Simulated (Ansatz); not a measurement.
Z-matrix (Å, degrees):
```
Si
F 1 1.602
N 1 1.704 2 107.4
O 1 1.626 2 111.7 3 115.4
H 1 1.475 2 104.5 3 -123.7
Si 3 1.700 1 128.8 2 -39.1
H 3 1.012 1 114.3 2 136.8
H 4 0.958 1 118.9 2 81.6
F 6 1.577 3 112.6 1 -111.2
O 6 1.613 3 111.0 1 8.1
F 6 1.582 3 108.7 1 133.2
H 10 0.960 6 118.4 3 41.4
```

The species carries charge 0 and has multiplicity 1.

List the PBE0/def2-TZVPP orbital energies in eV (Ansatz). (Best estimate.)

Computed: Occupied: -1804.78, -1804.40, -674.20, -673.98, -673.94, -523.45, -523.23, -391.53, -146.82, -146.51, -101.53, -101.51, -101.49, -101.23, -101.19, -101.14, -33.75, -33.62, -33.17, -28.98, -28.80, -24.47, -16.92, -16.48, -15.20, -14.87, -14.22, -14.07, -13.64, -13.31, -12.79, -12.75, -12.37, -12.22, -11.98, -11.67, -10.94, -10.57, -10.19, -10.05, -8.83. Lowest empty: 0.39, 0.59, 1.10, 1.76, 2.21, 2.48, 2.72, 3.28.
